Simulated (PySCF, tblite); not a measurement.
C4H15NOSi3.
Structure used (GFN2-xTB), in Å, numbered top down from 1:
```xyz
24
C4H15NOSi3 angstrom
N      3.4134    1.5732    0.3382
Si     3.7471   -0.1173    0.3561
Si     1.8821   -1.3164   -0.1863
O      0.7061   -0.1985   -0.1927
C     -0.6561   -0.3667   -0.5230
C     -1.4572   -0.9571    0.6412
C     -2.9258   -0.6010    0.4364
C     -3.0239    0.9088    0.1885
Si    -1.4956    1.3215   -0.8781
H      2.4924    1.8876    0.5950
H      4.1083    2.2341    0.6461
H      4.8518   -0.2791   -0.5986
H      4.3041   -0.5787    1.6462
H      1.9063   -2.0016   -1.4917
H      1.5558   -2.4079    0.7523
H     -0.7245   -1.0454   -1.3823
H     -1.3081   -2.0359    0.7184
H     -1.0937   -0.5005    1.5647
H     -3.5221   -0.9038    1.2995
H     -3.3032   -1.1381   -0.4365
H     -2.9823    1.4366    1.1422
H     -3.9774    1.1648   -0.2690
H     -0.6979    2.4335   -0.3612
H     -1.8114    1.5076   -2.2967
```

Method used: PBE0/pcSseg-1 in PySCF (dipole) on a GFN2-xTB geometry, gas phase.

Masses are those of the commonest isotopes; rigid-rotor values at the optimised geometry. The values belong to one conformer with, in the numbering `[NH2:1][SiH2:2][SiH2:3][O:4][C@H:5]1[CH2:6][CH2:7][CH2:8][SiH2:9]1`, H–N1–Si2–Si3 32° and 174°, N1–Si2–Si3–O4 -9°, Si2–Si3–O4–C5 177°, Si3–O4–C5–C6 81°, O4–C5–C6–C7 158°, C5–C6–C7–C8 -51°, C6–C7–C8–Si9 38°, C7–C8–Si9–C5 -14°.

Problem. What are A, B and C (cm⁻¹)?

Solution. Ia = 250.14, Ib = 1121.46, Ic = 1266.94 u·Å²; 505379 MHz·u·Å²/I gives 2020, 450.6 and 398.9 MHz, that is A = 0.06739, B = 0.01503, C = 0.01331 cm⁻¹.

Problem. What kind of rotor is it?

Solution. A near-prolate asymmetric top. Ray's parameter κ = (2B − A − C)/(A − C) = -0.936; −1 is the prolate and +1 the oblate limit.

Problem. Is it planar, by Δ = Ic − Ia − Ib?

Solution. Not planar: Δ = Ic − Ia − Ib = -104.65 u·Å². For a rigid frame Δ = −2 Σ m c², so Σ m c² = 52.33 u·Å² lies off the ab plane: 20.40 from hydrogen and 31.93 from heavier atoms. The atom farthest from that plane is 1.88 Å away.

Problem. Which types of transition are allowed, and where do some lines up to J = 5 fall?

Solution. The dipole components are |μa| = 1.67 D, |μb| = 0.07 D, |μc| = 0.85 D. Intensities carry the squares of the components, which stand as 1.00 : 0.00 : 0.26 (a : b : c). Some lines, for components of 0.1 D or more:

```csv
type,branch,"J(Ka,Kc)",MHz,lower level (cm⁻¹)
a,Q,"3(1,2) ← 3(1,3)",310,0.218
a,R,"3(0,3) ← 2(0,2)",2544,0.085
c,R,"2(1,1) ← 1(0,1)",3372,0.028
a,R,"4(1,3) ← 3(1,2)",3499,0.228
c,R,"3(1,2) ← 2(0,2)",4300,0.085
c,Q,"3(2,2) ← 3(1,2)",4632,0.228
c,Q,"2(2,1) ← 2(1,1)",4709,0.141
c,R,"3(2,2) ← 2(1,2)",7413,0.136
c,R,"5(3,3) ← 4(2,3)",12234,0.496
c,R,"5(5,1) ← 4(4,1)",18609,1.135
```

Its lowest GFN2-xTB frequency is 6i cm⁻¹, too small to tell a flat minimum from a shallow saddle. No vibrational averaging or centrifugal distortion is included, and the geometry carries the error of its method. A rigid rotor knows nothing of inversion at nitrogen, which can split or shift real lines. Quadrupole hyperfine structure (14N) is left out.

Hardware: an Arm Neoverse V1 with one thread (shared host). Cost: 73 s wall (grids of density and orbitals included), 1.2 GiB resident at most. This is the PBE0/pcSseg-1 job that gave the dipole, with the shieldings it also computed.
